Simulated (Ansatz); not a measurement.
Complex (SMILES): Cl (HCl) with C#N (CH-N), atoms 1 to 2 the first; geometry from B3LYP-D3(BJ)/def2-TZVP, monomers rigid:
```xyz
5

Cl     0.5827     0.3550    -0.5709
H     -0.2332    -0.1068     0.3213
C     -2.2420    -1.2590     2.4984
N     -1.5177    -0.8394     1.7187
H     -2.9178    -1.6506     3.2258
```

Interaction energy at HF with Ansatz (a program for electronic structure), kcal/mol, without and with the counterpoise correction (monomers among the partner's ghost functions). Cartesian d functions, on some or all atoms, in 6-31G**, 6-31+G*, 6-311G**; all else is spherical. No added dispersion term, no relativity. Reference, counterpoise-corrected: the value in aug-pcseg-3, -2.69.

```json
[
 {"basis": "3-21G", "functions": "35", "uncorrected": "-6.88", "counterpoise": "-4.94", "counterpoise correction": "1.94", "mean of both": "-5.91"},
 {"basis": "6-31G", "functions": "35", "uncorrected": "-5.72", "counterpoise": "-4.48", "counterpoise correction": "1.25", "mean of both": "-5.10"},
 {"basis": "def2-SV(P)", "functions": "50", "uncorrected": "-3.45", "counterpoise": "-2.62", "counterpoise correction": "0.83", "mean of both": "-3.04"},
 {"basis": "def2-SVP", "functions": "56", "uncorrected": "-3.53", "counterpoise": "-2.81", "counterpoise correction": "0.73", "mean of both": "-3.17"},
 {"basis": "pcseg-1", "functions": "56", "uncorrected": "-3.62", "counterpoise": "-3.36", "counterpoise correction": "0.26", "mean of both": "-3.49"},
 {"basis": "6-31G**", "functions": "59", "uncorrected": "-4.05", "counterpoise": "-3.29", "counterpoise correction": "0.76", "mean of both": "-3.67"},
 {"basis": "6-31+G*", "functions": "65", "uncorrected": "-3.41", "counterpoise": "-2.82", "counterpoise correction": "0.59", "mean of both": "-3.12"},
 {"basis": "6-311G**", "functions": "75", "uncorrected": "-3.76", "counterpoise": "-3.32", "counterpoise correction": "0.44", "mean of both": "-3.54"},
 {"basis": "6-311++G(2d,2p)", "functions": "109", "uncorrected": "-3.07", "counterpoise": "-2.70", "counterpoise correction": "0.38", "mean of both": "-2.88"},
 {"basis": "cc-pV(T+d)Z", "functions": "127", "uncorrected": "-2.88", "counterpoise": "-2.70", "counterpoise correction": "0.19", "mean of both": "-2.79"},
 {"basis": "jun-cc-pV(T+d)Z", "functions": "154", "uncorrected": "-2.82", "counterpoise": "-2.70", "counterpoise correction": "0.12", "mean of both": "-2.76"},
 {"basis": "def2-TZVPPD", "functions": "159", "uncorrected": "-2.77", "counterpoise": "-2.71", "counterpoise correction": "0.05", "mean of both": "-2.74"}
]
```

The corrected value lies nearer the reference in 12 of 12 rows.
